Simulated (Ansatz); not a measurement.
`[SiH3]O[AsH2]` + H₂ → `[AsH3]` + `O[SiH3]` at 700 K and 1 bar (hydrogenolysis of the As–O bond).

Program: Ansatz. Geometries: PBE0-D4/def2-TZVP. ΔE: electronic, gas phase. CCSD(T)/CBS adds triple-zeta CCSD(T) − MP2 to the extrapolated MP2 energy (def2 sets, frozen cores). This one scheme is used for every species. For As outer-core shells are correlated without core-valence functions, which leaves a few kJ/mol of doubt a bond. Scalar relativity is left out up to krypton.

| species | CCSD(T)/CBS energy (Eh) | H − E (kJ/mol) | S (J/(mol·K)) |
| --- | --- | --- | --- |
| `[SiH3]O[AsH2]` | -2602.28728 | 180.9 | 430.4 |
| H₂ | -1.17544 | 46.8 | 155.3 |
| `[AsH3]` | -2236.79077 | 87.1 | 262.7 |
| `O[SiH3]` | -366.69042 | 144.6 | 321.6 |

H − E and S are ideal-gas, rigid-rotor, harmonic terms from PBE0-D4/def2-TZVP. The MP2-based limit puts H₂ 0.8 mEh under its directly extrapolated value; such offsets cancel only in part. 1 Eh = 2625.50 kJ/mol, R = 8.31446 J/(mol·K).

**Question.** By hand: ΔE, ΔH, ΔS and ΔG.

**Answer.** ΔE = (-2236.79077) + (-366.69042) − (-2602.28728) − (-1.17544) = -0.01847 Eh = -48.5 kJ/mol. Δ(H − E) = 87.1 + 144.6 − 180.9 − 46.8 = 4.0, so ΔH = -44.5 kJ/mol. ΔS = 262.7 + 321.6 − 430.4 − 155.3 = -1.4 J/(mol·K). ΔG = -44.5 − 700 × (-1.4)/1000 = -43.5 kJ/mol.

**Question.** By hand: the equilibrium constant, and the temperature at which ΔG would vanish if ΔH and ΔS stayed fixed.

**Answer.** log₁₀ K = −ΔG/(RT ln 10) = 3.2. ΔG = 0 at ΔH/ΔS = 31786 K, far beyond where these terms or the molecules hold.

The number of gas molecules stays the same, so ΔS is small and ΔH decides. A doubt of 5 kJ/mol in ΔE shifts log₁₀ K by 0.4 here. Modes under 60 cm⁻¹, often nearly free rotors, make the harmonic entropy too high. These are equilibria of isolated gas molecules and say nothing of rates. Largest T1 diagnostic: 0.012 (customary marks: 0.02 for closed shells, 0.045 for open ones).
